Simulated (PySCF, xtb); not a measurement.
B(Cl)(H)(SH) (BClH₂S), SMILES B(Cl)S. Atoms are numbered in the order given.

```xyz
5

B      0.7107    -0.0131     0.0000
Cl    -0.1461    -1.5440     0.0000
H      1.8940    -0.0143     0.0000
S     -0.2362     1.4995     0.0000
H      0.8157     2.3363     0.0000
```

Coordinates come from a B3LYP-D3(BJ)/def2-TZVP optimisation. One conformer was computed; it need not be the lowest.

Method: PySCF with C-PCM-ωB97X/def2-SVP.

The values are the electrostatic part of the solvation free energy, E(continuum) − E(gas) at the gas-phase geometry, in a cavity of scaled van der Waals radii (PySCF's table); cavitation and dispersion terms are not included. In vacuum the orbital gap is 11.71 eV. The dipole moment in vacuum is 1.69 D.

```csv
solvent,ε,ΔG(elec) (kcal/mol),dipole (D),gap (eV)
water,78.36,-2.1,2.25,11.72
acetone,20.49,-2.1,2.22,11.72
chloroform,4.71,-1.6,2.11,11.72
```

For comparison, GFN2-xTB/ALPB(water) (xtb, at the GFN2-xTB geometry, all terms of that model) gives -2.1 kcal/mol.
